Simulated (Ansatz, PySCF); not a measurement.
Gas-phase reaction (SMILES): [NH2][Al]([F])[F] + F (HF) -> [F][Al]([F])[F] + N (NH3); hydrogen fluoride cleaves one Al-N bond, a model of a ligand-exchange step.

Geometries: B3LYP-D3(BJ)/def2-TZVP minima from Ansatz (an electronic-structure program), one conformer each, not searched for the lowest. Valence correlation only, unless marked. No spin-orbit coupling. Non-relativistic. CBS marks a two-point X^-3 extrapolation of the correlation energy; Hartree-Fock from the larger set. Thermal terms are rigid-rotor harmonic-oscillator values from B3LYP-D3(BJ) frequencies (Ansatz or PySCF) at 298.15 K and 1 atm. 1 Eh = 627.5095 kcal/mol.

```tsv
species	E, CCSD(T)/CBS(cc-pV(T+d)Z,cc-pV(Q+d)Z) (Ansatz) (Eh)	E, PBE-D3(BJ)/def2-TZVPD (Ansatz + dftd3) (Eh)	H - E (Eh)
[NH2][Al]([F])[F]	-497.70069	-498.00421	0.03710
F (HF)	-100.39146	-100.39533	0.01259
[F][Al]([F])[F]	-541.61942	-541.91697	0.01309
N (NH3)	-56.50369	-56.51114	0.03799
```

Problem. Work out ΔE and ΔH at 298.15 K at the first level, then ΔH at the second.

Solution. 
1. ΔE = [(-541.61942) + (-56.50369)] - [(-497.70069) + (-100.39146)] = -0.03096 Eh = -19.4 kcal/mol at CCSD(T)/CBS(cc-pV(T+d)Z,cc-pV(Q+d)Z).
2. The terms H - E add up to 0.00139 Eh, so ΔH = (-0.03096 + (0.00139))×627.5095 = -18.6 kcal/mol.
3. At PBE-D3(BJ)/def2-TZVPD the same steps give ΔE = -17.9 and ΔH = -17.1 kcal/mol, a shift of +1.5 from the first level.
4. These values are not checked against measurement here, since the tables used lack a sound gas-phase enthalpy of formation for at least one species.
